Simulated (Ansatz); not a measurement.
Relaxation of CH6AlFGeO (11 atoms, charge 0, multiplicity 1), to a largest force component of 0.02 eV/Å in at most 50 steps.

Computed with RKS PBE-D4/def2-SVP (Ansatz).

```xyz
11
Properties=species:S:1:pos:R:3:forces:R:3
C -0.698 0.644 1.844 -1.30 5.02 2.18
O 0.344 0.250 1.069 2.70 -1.91 0.72
Ge -0.308 -0.248 -0.557 -1.86 3.37 -5.50
F -1.166 -1.697 -0.382 -0.95 -3.38 0.98
Al 1.612 -0.703 -2.043 1.08 -0.32 1.02
H -1.233 1.591 1.365 0.77 -1.62 0.51
H -0.352 1.000 2.836 0.08 -0.25 0.16
H -1.444 -0.114 1.979 -0.49 -1.19 -0.13
H 1.307 0.396 0.891 -0.25 0.61 1.05
H 1.782 0.143 -3.352 -0.10 0.17 -0.51
H 2.664 -1.824 -1.624 0.31 -0.50 -0.49
```

Where does it end, and by what steps?

The forces met the threshold. The force dipped under the threshold on the way, but the program's further checks kept it going. After 38 steps the energy has fallen by 3.586 eV; H11 moved furthest, 2.42 Å. Joined: F4–Al5.

| step | energy less start (eV) | largest force component (eV/Å) | accepted |
| --- | --- | --- | --- |
| 0 | 0.0000 | 5.496 | yes |
| 2 | -2.0978 | 0.876 | yes |
| 4 | -2.4639 | 0.637 | yes |
| 6 | -2.5291 | 0.338 | yes |
| 8 | -2.6308 | 0.420 | yes |
| 10 | -2.9172 | 0.554 | yes |
| 12 | -3.0781 | 1.831 | no |
| 14 | -3.2224 | 0.212 | yes |
| 16 | -3.2680 | 0.221 | yes |
| 18 | -3.3148 | 0.296 | yes |
| 20 | -3.3918 | 0.341 | yes |
| 22 | -3.4290 | 0.247 | yes |
| 24 | -3.4723 | 0.403 | yes |
| 26 | -3.5290 | 0.167 | yes |
| 28 | -3.5642 | 0.252 | yes |
| 30 | -3.5755 | 0.145 | yes |
| 32 | -3.5823 | 0.073 | yes |
| 34 | -3.5824 | 0.129 | no |
| 36 | -3.5855 | 0.057 | yes |
| 38 | -3.5860 | 0.013 | yes |

```xyz
11
Properties=species:S:1:pos:R:3
C -0.432 0.432 1.759
O -0.176 0.930 0.432
Ge -1.216 0.036 -1.183
F -0.036 -1.643 -0.602
Al 1.143 -0.661 -1.663
H 0.155 1.021 2.491
H -0.175 -0.644 1.837
H -1.512 0.565 1.958
H 0.804 0.760 0.182
H 1.981 -1.564 -2.683
H 1.973 0.208 -0.502
```

Time of the run: 110 s on 2 threads of Arm Neoverse V2 (shared host), peak memory 0.18 GiB.
